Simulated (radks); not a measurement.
Results of a calculation; reference values are marked as such.
Charge is removed step by step from the 4p down level of the niobium ion Nb+, starting from [Ar] 3d10 4s2 4p(up 3, down 3) 4d4. Level of theory: scalar-relativistic Kohn-Sham, r2SCAN, spin-polarised, spherical densities, finite nucleus; open shells are filled with parallel spins first (spin-orbit coupling, left out, can overturn this in heavy ions); meta-GGA in the generalised Kohn-Sham scheme; Fermi nuclear charge, rms radius 4.324 fm (a radial shooting solver on a logarithmic mesh with Libxc functionals).

removed (e)  E - E(0) (eV)  eigenvalue (eV)  E minus straight line (eV)
0                    0.000          -39.863                       0.000
0.25                10.292          -42.531                      -1.060
0.5                 21.270          -45.345                      -1.434
0.75                32.967          -48.276                      -1.089
1                   45.408          -51.302                       0.000

Removing the whole electron costs 45.408 eV by Delta-SCF, against 39.863 eV from minus the eigenvalue at the starting occupation. Slater's transition state (half an electron removed) gives 45.345 eV. Integrating minus the eigenvalue over the occupation (Janak's theorem) gives 45.424 eV. In this scalar-relativistic scheme the density is built from large components alone, so the theorem holds only approximately. The mean slope of the eigenvalue, de/dn, is 11.4 eV per electron.
